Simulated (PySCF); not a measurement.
Vertical excitations of a molecule CH4Cl2OSi from TDA-PBE/def2-SVPD (PySCF), as energy in eV (oscillator strength): 6.76 (0.002), 7.07 (0.020), 7.12 (0.088), 7.36 (0.016), 7.47 (0.037), 7.58 (0.012), 7.66 (0.027), 7.77 (0.058), 7.89 (0.009), 7.96 (0.005). Lowest triplet (TDA): 6.55 eV. The structure is a stationary point at PBE-D3(BJ)/def2-SVP. Other conformers were not sampled.

Q: Pick the molecule that these values belong to.
A) CO[SiH](Cl)Cl
B) C[Si](O)(Cl)Cl
C) OC[SiH](Cl)Cl

A: B, C[Si](O)(Cl)Cl
